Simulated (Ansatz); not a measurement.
## Worked example: C2H6MgO → C2H5Mg + OH

Species: C2H6MgO `C[CH2][Mg][OH]`, singlet; C2H5Mg `C[CH2][Mg]`, doublet; OH, doublet. 

Shapes, held fixed at every level: PBE0-D4/def2-TZVP. Programs: Ansatz 0.2.0. The zero-point and thermal change to 298 K, harmonic and unscaled (PBE0-D4/def2-TZVP), is -9.7 kJ/mol.

At CCSD(T)/def2-TZVPP; 1 Eh = 2625.50 kJ/mol:

```
species  energy (Eh)
C2H6MgO  -354.657287
 C2H5Mg  -278.841500
     OH   -75.641505
```

Q: Work out ΔH(298 K) of the reaction at this level.

A: 
1. Products less reactants: (-278.841500) + (-75.641505) − [(-354.657287)] = 0.174282 Eh = +457.6 kJ/mol.
2. With the thermal change: +457.6 + (-9.7) = +447.9 kJ/mol.

Other levels give +419.4 (BHLYP-D4/def2-TZVPP) to +480.2 kJ/mol (MP2/def2-TZVPP). No measured value is set beside it here. Open shells run unrestricted. Outer-core shells of Mg are correlated in most correlated rows, in sets that cover them unevenly. The median of the other levels is +439.7 kJ/mol.
